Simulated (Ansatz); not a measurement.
Reaction R1 → 3 P1 + P2, each structure at its B3LYP-D3(BJ)/def2-TZVP stationary point, reached from a drawn start (curvature not checked).
P1: H atom, charge 0, multiplicity 2.
P2: N atom, charge 0, multiplicity 4.
R1, NH3 (SMILES N) (charge 0, multiplicity 1, Z-matrix in Å and degrees):
```
N
H 1 1.0136
H 1 1.0136 2 107.32
H 1 1.0136 2 107.32 3 115.09
```

P less R. No zero-point or thermal terms; singlets are restricted closed shells; open shells are unrestricted.

Codes used: Ansatz (a program for electronic structure) with Gaussian orbitals. No computed number here is a measurement.

**Question.** One of these levels gives 13.038 eV for the reaction energy. Which one is it?
(A) SVWN5/def2-TZVPP
(B) HF/cc-pVTZ
(C) BLYP/def2-TZVPP

**Answer.** C, BLYP/def2-TZVPP. The others give 8.643 (HF/cc-pVTZ), 14.577 (SVWN5/def2-TZVPP)
